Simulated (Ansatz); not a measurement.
Basis-set extrapolation for `N#C[Si](F)(F)F` (PBE0-D4/def2-TZVP geometry, frozen core, the Gaussian-basis code of Ansatz). Multiplicity 1, RHF reference.

|  | def2-TZVPP | def2-QZVPP |
| --- | --- | --- |
| HF | -679.973224 | -680.001286 |
| MP2 correlation | -1.182147 | -1.286507 |
| CCSD(T) correlation | -1.225932 | not run |

Energies in hartree. Use E(X) = E(∞) + A·exp(−7.88·√X) for Hartree–Fock and E(X) = E(∞) + B·X^(−2.97) for correlation, with X = 3 and 4, and add CCSD(T) minus MP2 of the smaller set to the MP2 limit.

Question: What is the CCSD(T) energy at the basis-set limit?

Answer: HF limit: -680.001286 + (-0.028062) × 0.13774 = -680.00515. MP2 limit: -1.286507 + (-0.104360) × 0.74074 = -1.36381. Higher-order term: -1.225932 − (-1.182147) = -0.04378. Total: -681.41274 hartree, 560.8 kJ/mol below CCSD(T)/def2-TZVPP.
